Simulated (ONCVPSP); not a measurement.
## Logarithmic derivatives: mercury (Hg), ONCV

- Element: mercury
- Generator: ONCVPSP 4.0.1
- Type: optimised norm-conserving Vanderbilt (ONCV)
- Functional: PBE
- Relativity: scalar-relativistic
- Frozen core: [Kr] 4d10 4f14 5s2
- Valence charge: 18
- Reference configuration: 5p6 5d10 (charge +2)
- Partial waves: s scattering state at 0.22 Ha: rc 1.85 bohr, ncon 3, nbas 6, qcut 2.9 1/bohr, 2 projectors, debl 0.5 Ha; 5p: rc 1.65 bohr, ncon 3, nbas 7, qcut 7.4 1/bohr, 3 projectors, debl 2.4 Ha; 5d: rc 1.95 bohr, ncon 4, nbas 9, qcut 6.3 1/bohr, 2 projectors, debl 1.3 Ha
- Local potential: polynomial inside 1.20 bohr (lpopt 1, dvloc0 6 Ha)
- Core correction: Teter function, fcfact 2.75, rcfact 1.75

In the s channel the program set the typed energies aside and used 0.050, 0.550 Ha. In the p channel the program set the typed energies aside and used -3.153, 0.250, 2.650 Ha.

The phase is arctan(r·R′/R) of the radial function R(r), unwrapped; energies in Ha, scanned from -5 to 5 Ha. A pole is an energy at which the radial function vanishes at the test radius. The pseudo phase is shifted by a multiple of π to meet the all-electron one at the reference energy, and phase errors are pseudo minus all-electron; the curves can meet again beyond the range given. Levels narrower than the energy grid can be missing from the lists of poles.

| channel | radius (bohr) | reference energy (Ha) | poles, all-electron | poles, pseudo | unbroken range about the reference energy with phases within 0.05 rad | phase error 1 Ha above the reference energy (rad) |
| --- | --- | --- | --- | --- | --- | --- |
| s | 1.87 | 0.05 | 2.62 | -0.94, 2.60 | -0.8 to 4.4 | +0.000 |
| p | 1.67 | -3.15 | -2.69 | -2.69 | the whole range | -0.000 |
| d | 1.98 | -1.06 | -0.52 | -0.52 | the whole range | +0.000 |

Phases in the s channel:

| E (Ha) | all-electron | pseudo |
| --- | --- | --- |
| -4.96 | 1.548 | 4.465 |
| -4.48 | 1.367 | 4.442 |
| -4.00 | 1.311 | 4.413 |
| -3.52 | 1.261 | 4.373 |
| -3.04 | 1.200 | 4.316 |
| -2.56 | 1.110 | 4.228 |
| -2.08 | 0.961 | 4.077 |
| -1.60 | 0.666 | 3.776 |
| -1.12 | 0.050 | 3.139 |
| -0.64 | -0.686 | -0.682 |
| -0.16 | -1.084 | -1.084 |
| 0.32 | -1.276 | -1.276 |
| 0.80 | -1.384 | -1.383 |
| 1.28 | -1.453 | -1.453 |
| 1.76 | -1.504 | -1.504 |
| 2.24 | -1.544 | -1.544 |
| 2.72 | -1.578 | -1.580 |
| 3.20 | -1.610 | -1.615 |
| 3.68 | -1.642 | -1.653 |
| 4.16 | -1.677 | -1.704 |
| 4.64 | -1.720 | -1.791 |
